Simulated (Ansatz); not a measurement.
Job for Ansatz (a first-principles code): R-PBE0/def2-TZVPP on CH4SSn (SMILES [CH3][Sn][SH]), a point of a torsion scan. Elements past Kr take the def2 small-core potentials; no spin–orbit coupling.

Ansatz 0.2 input:
```yaml
crystal:
  periodic: [false, false, false]
  atoms:
    - {symbol: C, position_ang: [-1.02933567, -0.12630181, 0.07635306]}
    - {symbol: Sn, position_ang: [0.30525253, 1.69661680, -0.15287051]}
    - {symbol: S, position_ang: [2.43396498, 0.44410667, -0.00357309]}
    - {symbol: H, position_ang: [-0.81707606, -0.83183991, -0.73034836]}
    - {symbol: H, position_ang: [-2.09414091, 0.10703687, 0.03838511]}
    - {symbol: H, position_ang: [-0.84490902, -0.65507377, 1.01493879]}
    - {symbol: H, position_ang: [2.21509496, -0.05430010, 1.20221047]}
basis:
  gaussian:
    orbitals: def2-TZVPP
hamiltonian:
  xc: {name: PBE0}
scf: {lower_state_search: off}
```

The head of its log:

```
WARN ansatz: RAYON_NUM_THREADS=1 ignored (pool sized by the plan → 1); use --threads N
Functional definition: PBE0
these checks for a lower state are left out or cut short: stability, starts, cluster_reference, orbital_swaps, neighbouring_geometries, increment
integrals: 0.09 GiB planned
1192 factors; their error is unknown
mean field: 0.81 GiB planned
mean field evaluation 1: about -17757.1705 eV, gradient 5.7e1 eV
mean field evaluation 2: about -17743.5220 eV, gradient 8.3e1 eV
```

Task: Give the final energy of this run.

Result: -652.8671 hartree.
